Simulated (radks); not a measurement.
Values are calculated unless marked as measured or tabulated.
Polarisability of the chlorine ion Cl2+, [Ne] 3s2 3p3, at imaginary frequency. Code: a radial shooting solver on a logarithmic mesh with Libxc functionals. Model: scalar-relativistic Kohn-Sham, LDA (Slater exchange, Perdew-Wang correlation), spin-unpolarised, spherical densities, finite nucleus; Fermi nuclear charge, rms radius 3.3654 fm. Response by self-consistent Sternheimer equations with the Hartree and adiabatic LDA kernel, the relativistic mass of each level held fixed and spin-orbit coupling left out.

| w (hartree) | alpha1(iw) (bohr^3) |
|---|---|
| 0.00266 | 5.920 |
| 0.0143 | 5.918 |
| 0.0360 | 5.908 |
| 0.0697 | 5.873 |
| 0.118 | 5.787 |
| 0.186 | 5.601 |
| 0.280 | 5.244 |
| 0.413 | 4.635 |
| 0.605 | 3.737 |
| 0.892 | 2.646 |
| 1.35 | 1.602 |
| 2.12 | 0.8219 |
| 3.59 | 0.3584 |
| 6.94 | 0.1298 |
| 17.5 | 0.03103 |

Static values: alpha1 = 5.920 bohr^3 (0.8773 angstrom^3; uncoupled 9.720). C6 = 21.28, triple-dipole C9 = 92.78 atomic units. One-pole (London) frequency 4 C6 / (3 alpha1^2) = 0.809 hartree, against 1.167 for minus the highest occupied eigenvalue.
